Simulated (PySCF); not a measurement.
ClH7OSi3, SMILES [SiH3]O[SiH2][SiH2]Cl.

The structure is a stationary point at B3LYP-D3(BJ)/def2-SVP. The structure was generated by enumeration, and PubChem lists no compound with its InChIKey, so it may never have been made. The values are those of a single conformer.

Calculation: PBE/def2-TZVP (PySCF).

Isolated molecule, no solvent.

Computed frontier levels, gap, dipole moment and polarisability:
```yaml
highest_occupied_level: -6.73 eV
lowest_empty_level: -2.01 eV
orbital_gap: 4.72 eV
dipole_moment: 1.48 D
quadrupole, principal values (traceless, Buckingham form, about the centre of nuclear charge): -4.08, 1.50, 2.58 D·Å
mean_static_polarisability: 97.6 bohr³ (14.47 Å³)
polarisability_principal_values: 81.5, 92.7, 118.7 bohr³
```
